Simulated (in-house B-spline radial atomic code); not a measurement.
## Ionising Ho²⁺ with different functionals

Computed with an all-electron radial atomic-structure program (B-spline basis): four-component Dirac-Coulomb Hamiltonian, Fermi nucleus of rms radius 5.2022 fm, spin-restricted, spherical fractional occupations for the functionals. The ionisation energy is the difference of two self-consistent energies, [Xe] 4f11 → [Xe] 4f10, without Breit or QED terms; ε is the level of the shell that loses the electron (mean over j). The electron is taken from both j subshells in proportion to 2j + 1, so the result is a j average, not the step between ground levels.

Hybrids are left out here: with spherical fractional occupations of an open shell their exact exchange keeps a self-interaction that integer-occupation calculations don't have.

```csv
method,rung,ΔSCF (eV),-ε(4f) (eV)
LDA VWN5,LDA,26.22,17.57
relativistic LDA,LDA,26.36,17.68
LDA PW92,LDA,26.21,17.56
LDA exchange-only,LDA,?,?
PBE,GGA,?,?
PBEsol,GGA,25.92,17.28
BLYP,GGA,25.73,17.13
RPBE,GGA,25.81,17.19
PW91,GGA,25.98,17.34
BP86,GGA,25.97,17.33
AM05,GGA,25.95,17.29
OLYP,GGA,26.22,17.51
```

**Question.** What does LDA exchange-only give?

**Answer.** ΔSCF 24.49 eV, and -ε(4f) = 15.95 eV.

**Question.** What does PBE give?

**Answer.** ΔSCF 25.88 eV, and -ε(4f) = 17.25 eV.

**Question.** How do they compare with the NIST value?

**Answer.** NIST lists 22.79 eV ± 0.03 (semi-empirical, ground level to ground level). Errors run from +1.70 to +3.57 eV. The correlated functionals all miss on the same side by more than they spread, so the cause is common to them (Breit-QED terms, spin polarisation, the choice among j levels, multiplet and fine-structure energies, or a listed next ion that isn't the cheapest removal here) and closeness doesn't rank the functionals.
